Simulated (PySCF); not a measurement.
**Exact mass, isotope pattern and composition**

Species: F3Ga3H6.

Calculated from tabulated atomic weights, isotope masses and abundances; no fragmentation.

Q: What are the average molar mass and the monoisotopic mass?

A: For F3Ga3H6, with standard atomic weights, 3 × 69.723 + 6 × 1.008 + 3 × 18.998 = 272.211 g/mol. From the most abundant isotopes (69Ga, 1H, 19F), 3 × 68.925574 + 6 × 1.007825 + 3 × 18.998403 = 269.8189 u.

Q: What cluster does the molecular ion M+• show when like nominal masses merge?

A: 
| nominal mass | m/z (centroid) | relative intensity |
| --- | --- | --- |
| 270 | 269.8183 | 50.2 |
| 272 | 271.8175 | 100.0 |
| 274 | 273.8166 | 66.4 |
| 276 | 275.8157 | 14.7 |

Cut off at 0.1 %. One electron mass, 0.00055 u, is taken off. Abundances used (%; other tables differ somewhat): 69Ga 60.108, 71Ga 39.892; 1H 99.9885, 2H 0.0115.

Q: Give the mass fraction of each element.

A: Ga 76.84 %, H 2.22 %, F 20.94 %.

Q: Count the protons, neutrons and electrons of the monoisotopic species, and give its exact less its nominal mass.

A: 126 protons, 144 neutrons and 126 electrons; 269.8189 − 270 = -0.1811 u.

Q: What share of all molecules is the monoisotopic species?

A: 0.60108^3 × 0.999885^6 × 1^3 = 21.70 %.
